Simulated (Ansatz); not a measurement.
Consider the formal hydrolysis of the Si–Si bond: `[NH2][GaH][SiH2][SiH3]` + H₂O → `[NH2][GaH][SiH2]O` + SiH₄.

Gas-phase electronic energies from Ansatz, PBE0-D4/def2-TZVP geometries. CBS: MP2 limit from def2 TZ/QZ plus the TZ coupled-cluster correction, frozen cores. This one scheme is used for every species. Functionals use def2-TZVPP. For Ga outer-core shells are correlated without core-valence functions, which leaves a few kJ/mol of doubt a bond. Scalar relativity is left out up to krypton. Each species was taken in one conformer, which may not be the lowest.

`[NH2][GaH][SiH2][SiH3]`:

```xyz
12

N    -1.444   -2.270    0.748
Ga   -0.304   -0.971    1.307
Si    1.136    0.002   -0.347
Si    0.356    2.115   -0.976
H    -1.477   -2.626   -0.192
H    -2.103   -2.736    1.349
H    -0.406   -0.581    2.820
H     2.522    0.161    0.182
H     1.214   -0.852   -1.568
H    -1.011    1.996   -1.553
H     0.278    3.002    0.218
H     1.239    2.760   -1.985
```

H₂O:

Cartesian coordinates in Å:
```
O -0.282 0.214 0.162
H 0.316 0.474 -0.541
H -0.034 -0.688 0.379
```

`[NH2][GaH][SiH2]O`:

```xyz
10

N    -0.992   -2.078    0.385
Ga   -0.315   -0.830   -0.750
Si    0.338    1.269    0.226
O     1.700    1.781   -0.572
H    -1.074   -1.956    1.381
H    -1.316   -2.985    0.094
H    -0.260   -1.263   -2.255
H    -0.751    2.290    0.111
H     0.605    1.144    1.692
H     2.065    2.628   -0.312
```

SiH₄:

Z-matrix (Å, degrees):
```
Si
H 1 1.485
H 1 1.485 2 109.5
H 1 1.485 2 109.5 3 -120.0
H 1 1.485 2 109.5 3 120.0
```

CCSD(T)/CBS gives -14.4 kcal/mol.

(1) Another level gave -17.2 kcal/mol. Which?
A. r2SCAN-D4/def2-TZVPP
B. B2PLYP/def2-TZVPP
C. PBE0/def2-TZVPP
D. MP2/def2-TZVPP

Largest T1 diagnostic among the species: 0.015.

Results:

(1) B. B2PLYP -17.2, r2SCAN-D4 -13.9, MP2/def2-TZVPP -16.1, PBE0 -12.1 kcal/mol.

In def2-TZVPP, CCSD(T) changes the Hartree–Fock value by +6.9 kcal/mol (the triples alone add +1.0 kcal/mol) and MP2 by +5.8 kcal/mol. The D4 term adds +1.6 kcal/mol with B3LYP and +0.9 kcal/mol with PBE0; it sums over pairs of atoms, weighted by their polarisabilities, and B3LYP, whose exchange is more repulsive, gets the larger term. From PBE to PBE0 (25 % exact exchange), in def2-TZVPP and without D4, ΔE moves by −0.9 kcal/mol.

B3LYP here is the variant with VWN-RPA as its local correlation; programs differ in this.
